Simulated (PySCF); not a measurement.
## How methods differ on the ionisation energy of Kr+

Kr+ [Ar] 3d10 4s2 4p5 (2P) → Kr(2+) [Ar] 3d10 4s2 4p4 (3P), as a difference of total energies. Calculation: PySCF 2.14, in cc-pVDZ-PP with ECP10MDF (4s3p2d, 23 functions); scalar relativity through the core potential. Correlated levels: valence: 3s2 3p6 3d10 frozen. The calculations carry no spin-orbit coupling.

```csv
method,ionisation energy (eV)
UHF,23.267
LDA,24.570
TPSS,24.324
MP2 (valence),23.818
SCS-MP2 (valence),23.788
CCSD (valence),23.779
CCSD(T) (valence),23.782
```

Problem. How much does correlation contribute at CCSD(T) (valence)?

Solution. 23.782 − (23.267) = 0.515 eV, measured against UHF.

The reference lies between the lowest fine-structure levels, while these numbers refer to the centres of the terms.

Errors of the correlated levels include the incompleteness of this basis and the frozen core.

For comparison: 24.360 eV (measured; NIST Atomic Spectra Database, ionization energies).
